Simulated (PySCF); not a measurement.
**The 22-electron isoelectronic series, non-relativistic**

All values are computed (PySCF 2.14, energy differences of UHF-based or UKS calculations, no spin-orbit coupling). Each ion has its own even-tempered basis scaled to its charge (17s11p8d4f4g for the first); frozen: [Ne]. Ionisation energies in eV, correlation energies of the ion in mhartree.

| ion | configuration | UHF | LDA | PBE | PBE0 | r2SCAN | MP2 (outer shells) | E_corr MP2 | NIST (with spin-orbit, Breit and QED) |
| --- | --- | --- | --- | --- | --- | --- | --- | --- | --- |
| Kr¹⁴⁺ | [Ar] 3d4 (5D) | 493.01 | 494.18 | 493.44 | 493.76 | 493.32 | 493.88 | -446.3 | 492 ± 5 (t) |
| Sr¹⁶⁺ | [Ar] 3d4 (5D) | 614.00 | 615.06 | 614.30 | 614.66 | 614.20 | 614.81 | -450.3 | 612 ± 3 (t) |
| Zr¹⁸⁺ | [Ar] 3d4 (5D) | 747.25 | 748.19 | 747.41 | 747.81 | 747.31 | 748.00 | -454.6 | 745 ± 3 (t) |
| Mo²⁰⁺ | [Ar] 3d4 (5D) | 892.68 | 893.50 | 892.71 | 893.15 | 892.61 | 893.38 | -456.8 | 890 ± 4 (t) |
| Ru²²⁺ | [Ar] 3d4 (5D) | 1050.3 | 1051.0 | 1050.2 | 1050.7 | 1050.1 | 1051.0 | -461.7 | 1048 ± 4 (t) |
| Pd²⁴⁺ | [Ar] 3d4 (5D) | 1220.1 | 1220.7 | 1219.9 | 1220.4 | 1219.8 | 1220.7 | -463.2 | 1218 ± 4 (t) |
| Cd²⁶⁺ | [Ar] 3d4 (5D) | 1402.1 | 1402.5 | 1401.7 | 1402.2 | 1401.6 | 1402.6 | -467.1 | 1401 ± 4 (t) |
| Sn²⁸⁺ | [Ar] 3d4 (5D) | 1596.2 | 1596.5 | 1595.7 | 1596.3 | 1595.6 | 1596.7 | -470.4 | 1596 ± 4 (t) |
| Te³⁰⁺ | [Ar] 3d4 (5D) | 1802.5 | 1802.7 | 1801.8 | 1802.4 | 1801.7 | 1802.9 | -472.3 | 1803 ± 4 (t) |
| Xe³²⁺ | [Ar] 3d4 (5D) | 2020.9 | 2020.9 | 2020.0 | 2020.7 | 2020.0 | 2021.3 | -476.5 | 2023 ± 4 (t) |

Each ion has its own basis, which adds noise of up to about 0.1 % along the series.

NIST values marked (s) are semi-empirical, (t) theoretical. Open shells are high-spin determinants of the terms that Hund's rules give.

All relativistic terms are absent from the calculated values; where these lie close to NIST, scalar and spin-orbit shifts of opposite sign can cancel.
